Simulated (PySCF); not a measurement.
Calculation: TPSSh-D3(BJ)/def2-TZVP // BP86-D3(BJ)/def2-SVP (PySCF). All species are isolated molecules in the gas phase. One relaxed conformer stands for a flexible species; it need not be the lowest. 

Reference species: [Hf(H)4] (neutral, multiplicity 1).

```
Property                Value
-------------------  --------
HOMO–LUMO gap         5.40 eV
LUMO                 -2.49 eV
coordination number         4
```

Changed species: [Hf(H)2(SH)2] (2 of 4 H replaced by SH; the reference has 0 of 4 H replaced by SH).

**Question.** Give the shifts of the HOMO–LUMO gap, LUMO and coordination number.

**Answer.** the HOMO–LUMO gap drops by 0.45 eV, to 4.95 eV; the LUMO drops by 0.03 eV, to -2.52 eV; the coordination number is nearly the same.
